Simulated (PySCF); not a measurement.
# Te+: ionisation energy

Te+ [Kr] 4d10 5s2 5p3 [5p1/2^2 5p3/2^1, M_J = 3/2] → Te(2+) [Kr] 4d10 5s2 5p2 [5p1/2^2, M_J = 0], as a difference of total energies. All numbers are calculated (PySCF 2.14, the two-component X2C-1e Hamiltonian, in x2c-TZVPPall-2c). Correlated levels: [Ar] 3d10 frozen; the 6 highest virtual spinors dropped. "Screened" scales the spin-orbit matrix elements by Boettger's factors to mimic the two-electron term; Breit and QED terms are absent.

```json
{"method": "GHF (spin-free)", "ionisation energy (eV)": "18.422"}
{"method": "GMP2 (spin-free)", "ionisation energy (eV)": "18.917"}
{"method": "GHF (screened spin-orbit)", "ionisation energy (eV)": "18.347"}
{"method": "GMP2 (screened spin-orbit)", "ionisation energy (eV)": "18.551"}
```

**Question.** How much does correlation contribute at GMP2 (screened spin-orbit)?

**Answer.** 18.551 − (18.347) = 0.204 eV, measured against GHF (screened spin-orbit).

The spin-free rows relax to the high-spin LS determinant and lack the spin-orbit shift.

Errors of the correlated levels include the incompleteness of this basis and the frozen core.

The labels give the starting determinants; with spin-orbit coupling the two ends relaxed to ⟨J²⟩ = 3.75, ⟨L²⟩ = 0.10, ⟨S²⟩ = 3.66 and ⟨J²⟩ = 0.00, ⟨L²⟩ = 1.35, ⟨S²⟩ = 1.35.

For comparison: 18.6 ± 0.4 eV (measured; NIST Atomic Spectra Database, ionization energies).
